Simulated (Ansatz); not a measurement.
`[Au][Au]` + HCl → `[Cl][Au]` + `[AuH]` at 298.15 K and 1 bar (cleavage of the Au–Au bond).

Isolated molecules relaxed with PBE0-D4/def2-TZVP in Ansatz; ΔE leaves out vibrations. CCSD(T)/CBS adds triple-zeta CCSD(T) − MP2 to the extrapolated MP2 energy (def2 sets, frozen cores). This one scheme is used for every species. def2 core potentials past Kr. For Au outer-core shells are correlated without core-valence functions, which leaves a few kJ/mol of doubt a bond.

| species | CCSD(T)/CBS energy (Eh) | H − E (kJ/mol) | S (J/(mol·K)) |
| --- | --- | --- | --- |
| `[Au][Au]` | -271.06425 | 11.3 | 270.3 |
| HCl | -460.38127 | 26.6 | 186.8 |
| `[Cl][Au]` | -595.30960 | 11.8 | 252.2 |
| `[AuH]` | -136.10998 | 22.1 | 211.2 |

H − E and S are ideal-gas, rigid-rotor, harmonic terms from PBE0-D4/def2-TZVP. 1 Eh = 2625.50 kJ/mol, R = 8.31446 J/(mol·K).

Task: By hand: ΔE, ΔH, ΔS and ΔG.

Result: ΔE = (-595.30960) + (-136.10998) − (-271.06425) − (-460.38127) = 0.02594 Eh = 68.1 kJ/mol. Δ(H − E) = 11.8 + 22.1 − 11.3 − 26.6 = -4.0, so ΔH = 64.1 kJ/mol. ΔS = 252.2 + 211.2 − 270.3 − 186.8 = 6.3 J/(mol·K). ΔG = 64.1 − 298.15 × (6.3)/1000 = 62.2 kJ/mol.

Task: By hand: the equilibrium constant, and the temperature at which ΔG would vanish if ΔH and ΔS stayed fixed.

Result: log₁₀ K = −ΔG/(RT ln 10) = -10.9. ΔG = 0 at ΔH/ΔS = 10175 K, far beyond where these terms or the molecules hold.

The number of gas molecules stays the same, so ΔS is small and ΔH decides. A doubt of 5 kJ/mol in ΔE shifts log₁₀ K by 0.9 here. These are equilibria of isolated gas molecules and say nothing of rates. Largest T1 diagnostic: 0.027 (customary marks: 0.02 for closed shells, 0.045 for open ones).
